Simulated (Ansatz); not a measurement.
Program: Ansatz 0.2.0.

A structure relaxed at PBE0-D4/def2-TZVP, charge 0, multiplicity 1:

| atom | x (Å) | y (Å) | z (Å) |
| --- | --- | --- | --- |
| N1 | 1.192 | -1.154 | -0.543 |
| C2 | -0.068 | -0.555 | -0.459 |
| O3 | -0.586 | -0.606 | 0.869 |
| Si4 | -0.808 | 1.044 | 0.815 |
| O5 | -0.102 | 0.892 | -0.677 |
| H6 | 1.517 | -1.218 | -1.498 |
| H7 | 1.877 | -0.680 | 0.031 |
| H8 | -0.749 | -1.028 | -1.173 |
| H9 | -0.049 | 1.823 | 1.825 |
| H10 | -2.224 | 1.482 | 0.810 |

(1) Give its formula and SMILES.

(2) Summarise the bond lengths by kind.

Answers

(1) CH5NO2Si, `NC1O[SiH2]O1`.

(2) 1 × C–N 1.397 Å; 2 × H–N 1.010 to 1.012 Å; 2 × C–O 1.426 to 1.464 Å; 1 × C–H 1.094 Å; 2 × O–Si 1.658 to 1.666 Å; 2 × H–Si 1.482 to 1.484 Å.
